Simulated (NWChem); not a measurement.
# CH2BrF; SMILES FCBr

All runs: NWChem. Pople sets run with spherical d functions. All runs use the structure optimised with B3LYP/6-31G* (spherical d). Level: PBE0/6-31G* with COSMO at NWChem's default radii, gas-phase geometry; rows give the dielectric constant.

| dielectric constant | electrostatic solvation energy (kcal/mol) | dipole in solution (D) |
|---|---|---|
| 1.5 | -1.1 | 2.11 |
| 3.9 | -2.7 | 2.35 |
| 11.7 | -3.4 | 2.47 |
| 25.0 | -3.6 | 2.50 |
| 37.5 | -3.7 | 2.51 |
